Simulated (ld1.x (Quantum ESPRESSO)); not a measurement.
**Which change was made? (Al, TM)**

- Element: Al (Z = 13)
- Generator: ld1.x (Quantum ESPRESSO) 7.5
- Type: norm-conserving Troullier–Martins (Kleinman–Bylander form)
- Functional: LDA (PZ)
- Relativity: non-relativistic
- Frozen core: [Ne]
- Valence charge: 3
- Reference configuration: 3s2 3p1
- Partial waves: 3s (bound): rc 1.40 bohr; 3p (bound): rc 1.65 bohr
- Local potential: the p channel
- Core correction: Bessel-smoothed model core inside 0.95 bohr

Cutoffs, loose and tight: the cutoffs (Ry, on a coarse ladder) from which the occupation-weighted sum of valence levels, in a spherical-Bessel basis at the reference potential, stays within 10 and 1 mRy of its value at 400 Ry. They do not see the model core or the augmentation charge, which bear on the density cutoff. Test errors are all-electron minus pseudo excitation energies from the reference, over the configurations 3s2 3p0; 3s1 3p0; 3s2 3p0.5; 3s2 3p1.3; 3s0 3p3; 3s1 3p2; 3s1 3p1 (two spin-polarised tests are not counted in the largest error); variants that change the core or the reference have their own tests. The largest error is taken over the tests solved by every variant that gives reliable tests at all, those not shown here included: 3s0 3p3; 3s1 3p0; 3s1 3p2; 3s2 3p0; 3s2 3p1.3.

The base gives: outcome: generated; cutoff, loose: 35 Ry; cutoff, tight: 80 Ry; bound ghosts: none; largest test error (meV): -6.1.

Question: After one change the result is: outcome: generated; cutoff, loose: 180 Ry; cutoff, tight: 230 Ry; bound ghosts: s; largest test error (meV): -76. Which change was it?
A. wave 3s (bound): rc 1.40 bohr becomes 3s (bound): rc 1.28 bohr
B. wave 3s (bound): rc 1.40 bohr becomes 3s (bound): rc 1.54 bohr
C. wave 3s (bound): rc 1.40 bohr becomes 3s (bound): rc 1.10 bohr
D. wave 3s (bound): rc 1.40 bohr becomes 3s (bound): rc 1.94 bohr

Answer: C. The others give: wave 3s (bound): rc 1.40 bohr becomes 3s (bound): rc 1.28 bohr → outcome: generated; cutoff, loose: 50 Ry; cutoff, tight: 140 Ry; bound ghosts: none; largest test error (meV): -21 | wave 3s (bound): rc 1.40 bohr becomes 3s (bound): rc 1.94 bohr → outcome: generated; cutoff, loose: 21 Ry; cutoff, tight: 35 Ry; bound ghosts: none; largest test error (meV): +4.4 | wave 3s (bound): rc 1.40 bohr becomes 3s (bound): rc 1.54 bohr → outcome: generated; cutoff, loose: 30 Ry; cutoff, tight: 55 Ry; bound ghosts: none; largest test error (meV): +3.9.
